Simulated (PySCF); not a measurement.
## AgI₂⁻: fields on a plane

These are results of PySCF, B3LYP, basis Ag def2-SVPD with ECP28, I def2-SVPD with ECP28 (scalar-relativistic core potentials, no spin–orbit coupling, density fitting), not measurements.

The singlet minimum has Ag–I 2.687 Å (×2); I–Ag–I 180.0°.

The plane holds Ag1 at (0.00, 0.00), I2 at (2.69, 0.00), I3 at (-2.69, 0.00) Å. Columns run from x = -4.65 to 4.95 Å, rows from y = 2.25 (top) to -1.95 Å, in steps of 0.3 Å. Other isomers or separated fragments may lie lower. Core electrons replaced by a potential are absent, the electrostatic potential uses the reduced nuclear charge, and values within about 0.7 Å of such atoms have no physical meaning.

Problem. Give the electrostatic potential (V) (cut at 20 V). Lower edges of the bins (V): '0' -4.24, '1' -4.10, '2' -3.87, '3' -3.51, '4' -2.94, '5' -2.04, '6' -0.60, '7' 1.67, '8' 5.26, '9' 10.96; top 20.0.

Solution. 
```
322110000011223333221100000112233
221100000001223333221000000011223
221112222111234444321112222111223
222345565433345555433345655432222
223567888654567777654568887653222
234689999875679999765789999864322
235899999986799999976899999985322
346899999997899999987999999986432
346899999997899999987999999986432
235899999986799999976899999985322
234689999875679999765789999864322
223567888654567777654568887653222
222345565433345555433345655432222
221112222111234444321112222111223
221100000001223333221000000011223
```

Problem. Give the electron localisation function (set to 0 where the density is under 0.005 e/Å³). Lower edges of the bins: '0' 0.000, '1' 0.083, '2' 0.165, '3' 0.248, '4' 0.331, '5' 0.413, '6' 0.496, '7' 0.579, '8' 0.662, '9' 0.744; top 0.83.

Solution. 
```
000345554310000000000134555430000
023567776421001111001246777653200
135788998642111111112468998875310
246899999863111221113689999986420
357999888973112332113798889997531
368984323784125665214873234898632
468844884374148998414734884488642
478738329275159009515729238378742
478738329275159009515729238378742
468844884374148998414734884488642
368984323784125665214873234898632
357999888973112332113798889997531
246899999863111221113689999986420
135788998642111111112468998875310
023567776421001111001246777653200
```

The lowest empty level of this anion is unbound, so it and the gap depend on the basis.
